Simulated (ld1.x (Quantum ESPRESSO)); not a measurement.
Building the ultrasoft potential for Hg (LDA (PZ), scalar-relativistic).

mercury (Hg), ultrasoft, made with ld1.x (Quantum ESPRESSO) 7.5 (LDA (PZ), scalar-relativistic). Core [Xe] 4f14, reference 5d10 6s2 6p0. Waves: 6s (bound): rcut 2.20, rcutus 2.40 bohr; 6s channel at 1.3 Ry: rcut 2.20, rcutus 2.40 bohr; 6p (bound, empty): rcut 2.80, rcutus 3.35 bohr; 6p channel at 1.05 Ry: rcut 2.80, rcutus 3.35 bohr; 5d (bound): rcut 1.60, rcutus 2.05 bohr; 5d channel at 0.2 Ry: rcut 1.60, rcutus 2.05 bohr. Local part: all-electron potential smoothed inside 2.75 bohr (lloc = -1). Core correction: a·sin(br)/r model core inside 0.78 bohr. Augmentation charge: PSQ, radius 1.75 bohr.

Poles of the logarithmic derivatives, all-electron (AE) and pseudo (PS). s: poles at -0.2, 3.6 (AE) and -0.2, 3.6 (PS) Ry. p: poles at 0.7, 4.9 (AE) and 0.7, 4.2 (PS) Ry. d: poles at -0.7, 2.3 (AE) and -0.7, 2.3 (PS) Ry. Test radius 3.67 bohr.

* Cutoffs needed: 30 Ry and 45 Ry (the cutoffs (Ry, on a coarse ladder) from which the occupation-weighted sum of valence levels, in a spherical-Bessel basis at the reference potential, stays within 10 and 1 mRy of its value at 400 Ry)
* Ghost test: no extra level below or beside the all-electron valence levels (s, p, d, f tested) (spherical-Bessel basis up to 400 Ry, 20 bohr box)
* Configuration tests: test run stopped at test 2 of 9 (negative rho)
* Lowest eigenvalue of the overlap operator: 0.39 (s channel)
* Density cutoff estimated by the generator: 143 Ry
